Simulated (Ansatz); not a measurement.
Geometry optimisation, RKS PBE-D4/def2-SVP (Ansatz 0.2.0).

The input (input.yaml):

```yaml
crystal:
  periodic: [false, false, false]
  atoms:
    - { symbol: B, position_ang: [0.0, 0.0, 0.0] }
    - { symbol: H, position_ang: [0.0, 0.0, 1.54] }
    - { symbol: O, position_ang: [1.2211, 0.0, -0.705] }
    - { symbol: H, position_ang: [1.5209, -0.9519, -0.8599] }
    - { symbol: Cl, position_ang: [-1.6108, 0.0, -0.93] }
    - { symbol: Cl, position_ang: [-0.2702, 2.0319, 0.6811] }
    - { symbol: H, position_ang: [-0.1156, 0.8691, 1.6586] }
basis:
  gaussian: { orbitals: def2-SVP }
hamiltonian:
  xc: pbe
  dispersion: d4
relax:
  f_tol: 0.15
  max_steps: 25
  restrain:
    - { distance: [0, 5], at: 3.06, k: 30.0 }
    - { distance: [6, 1], at: 1.86, k: 30.0 }
    - { distance: [0, 1], at: 1.19, k: 30.0 }
    - { distance: [6, 5], at: 1.37, k: 30.0 }
```

Launched with:

```bash
$ ansatz run input.yaml --threads 1 --pin off --max-ram 2048MiB --backend cpu --events-out ev --progress --plain --runs-dir out
```

**Question.** Where does it end, and by what steps?

**Answer.** It converged. The restraints hold the end off the free minimum; the threshold counts their pulls, which the force column leaves out. Restrained pairs: B1–Cl6 (2.16 → 3.06 Å), H2–H7 (0.88 → 1.86 Å), B1–H2 (1.54 → 1.20 Å), Cl6–H7 (1.53 → 1.34 Å). After 11 steps the energy has fallen by 2.298 eV (the restraints' own energy left out); H4 moved furthest, 0.72 Å.

| step | energy less start (eV) | largest force component (eV/Å) | accepted |
| --- | --- | --- | --- |
| 0 | 0.0000 | 3.509 | yes |
| 1 | -0.6793 | 1.870 | yes |
| 2 | -1.2059 | 2.203 | yes |
| 3 | -1.5643 | 2.042 | yes |
| 4 | -1.7879 | 1.234 | yes |
| 5 | -1.9395 | 1.180 | yes |
| 6 | -2.0194 | 1.558 | yes |
| 7 | -2.2398 | 1.023 | yes |
| 8 | -2.2873 | 0.894 | yes |
| 9 | -2.3042 | 0.667 | yes |
| 10 | -2.2809 | 1.232 | no |
| 11 | -2.2975 | 0.914 | yes |

```xyz
7
Properties=species:S:1:pos:R:3
B -0.110 -0.327 -0.118
H -0.038 -0.491 1.073
O 0.968 -0.368 -0.931
H 1.804 -0.450 -0.434
Cl -1.704 -0.195 -0.852
Cl 0.071 2.490 1.073
H -0.247 1.290 1.575
```

Time of the run: 44 s on 1 thread of AMD EPYC 7R43 64-Core Processor (Zen 3) (shared host), peak memory 0.15 GiB.
